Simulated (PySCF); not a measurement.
Method: core-valence-separated Tamm–Dancoff BHandHLYP/aug-pcX-1 (pcseg-1 on H) in PySCF, non-relativistic, gas phase, PBE0-D3(BJ)/def2-SVP geometry. Absolute energies from this functional tend to lie a few eV below measured edges; no shift was applied.

Main lines of an unknown, eV (oscillator strength): C K: 283.0 (0.063), 283.0 (0.066), 283.2 (0.056), 283.3 (0.047), 284.9 (0.078); N K: 399.5 (0.016), 400.2 (0.010), 401.1 (0.033), 402.3 (0.010). Listed: the first five lines at most of each edge with a tenth or more of its strongest line's intensity; roots within 0.03 eV on the same or equivalent atoms are summed. Only the lowest roots were sought, and the top ones are left out.

Question: Which candidate gives them?
A. `C=C=C(C)C(N)=O`
B. `N#C[C@H]1CCOC1`
C. `CC#CCC(N)=O`
D. `C=CC(=C)NC=O`

Answer: A. 

- `C=C=C(C)C(N)=O`: C K: 283.0 (0.063), 283.0 (0.066), 283.2 (0.056), 283.3 (0.047), 284.9 (0.078); N K: 399.5 (0.016), 400.2 (0.010), 401.1 (0.033), 402.3 (0.010). First C line listed at 283.0 eV, hole on the central carbon of cumulated double bonds; first N line listed at 399.5 eV, hole on the amide nitrogen.
- `C=CC(=C)NC=O`: C K: 282.1 (0.055), 282.5 (0.057), 282.8 (0.056), 284.1 (0.055), 284.7 (0.082); N K: 400.3 (0.018), 400.8 (0.023), 401.0 (0.011), 402.9 (0.003), 403.1 (0.008). First C line listed at 282.1 eV, hole on the terminal =CH2 carbon (1s→π*); first N line listed at 400.3 eV, hole on the amide nitrogen.
- `CC#CCC(N)=O`: C K: 283.8 (0.118), 284.0 (0.071), 284.1 (0.048), 285.0 (0.087), 286.3 (0.012); N K: 400.0 (0.024), 400.3 (0.010), 401.2 (0.032), 402.3 (0.004), 402.5 (0.004). First C line listed at 283.8 eV, hole on the alkyne carbon; first N line listed at 400.0 eV, hole on the amide nitrogen.
- `N#C[C@H]1CCOC1`: C K: 284.0 (0.064), 284.1 (0.064), 285.9 (0.014), 286.4 (0.027), 286.5 (0.019); N K: 397.3 (0.063), 397.4 (0.063). First C line listed at 284.0 eV, hole on the nitrile carbon (1s→π*); first N line listed at 397.3 eV, hole on the nitrile nitrogen (1s→π*).

One conformer each; other structures than these candidates weren't tested.

The values belong to the conformer `[CH2:1]=[C:2]=[C:3]([CH3:4])[C:5]([NH2:6])=[O:7]`: C2–C3–C5–N6 1°, H–N6–C5–C3 0°, H–N6–C5–C3 -179°.
